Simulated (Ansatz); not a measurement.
`BCB` + `F[SiH2]Cl` → `B[SiH](F)Cl` + `BC` at 298.15 K and 1 bar (formal exchange of groups at a B–C bond).

Program: Ansatz. Geometries: PBE0-D4/def2-TZVP. ΔE: electronic, gas phase. CCSD(T)/CBS adds triple-zeta CCSD(T) − MP2 to the extrapolated MP2 energy (def2 sets, frozen cores). This one scheme is used for every species.

```
      species  CCSD(T)/CBS energy (Eh)  H − E (kJ/mol)  S (J/(mol·K))
        `BCB`                -91.21084           192.3          281.6
  `F[SiH2]Cl`               -849.96195            69.7          280.5
`B[SiH](F)Cl`               -875.32432           106.0          323.0
         `BC`                -65.83255           158.6          247.5
```

H − E and S are ideal-gas, rigid-rotor, harmonic terms from PBE0-D4/def2-TZVP, for one conformer and one mirror image of each species. 1 Eh = 2625.50 kJ/mol, R = 8.31446 J/(mol·K).

**Question.** By hand: ΔE, ΔH, ΔS and ΔG.

**Answer.** ΔE = (-875.32432) + (-65.83255) − (-91.21084) − (-849.96195) = 0.01592 Eh = 41.8 kJ/mol. Δ(H − E) = 106.0 + 158.6 − 192.3 − 69.7 = 2.6, so ΔH = 44.4 kJ/mol. ΔS = 323.0 + 247.5 − 281.6 − 280.5 = 8.4 J/(mol·K). ΔG = 44.4 − 298.15 × (8.4)/1000 = 41.9 kJ/mol.

**Question.** By hand: the equilibrium constant, and the temperature at which ΔG would vanish if ΔH and ΔS stayed fixed.

**Answer.** log₁₀ K = −ΔG/(RT ln 10) = -7.3. ΔG = 0 at ΔH/ΔS = 5286 K, far beyond where these terms or the molecules hold.

The number of gas molecules stays the same, so ΔS is small and ΔH decides. A doubt of 5 kJ/mol in ΔE shifts log₁₀ K by 0.9 here. Other conformers and mirror images would add mixing entropy, several J/(mol·K) or more a flexible species. These are equilibria of isolated gas molecules and say nothing of rates. Largest T1 diagnostic: 0.011 (customary marks: 0.02 for closed shells, 0.045 for open ones).
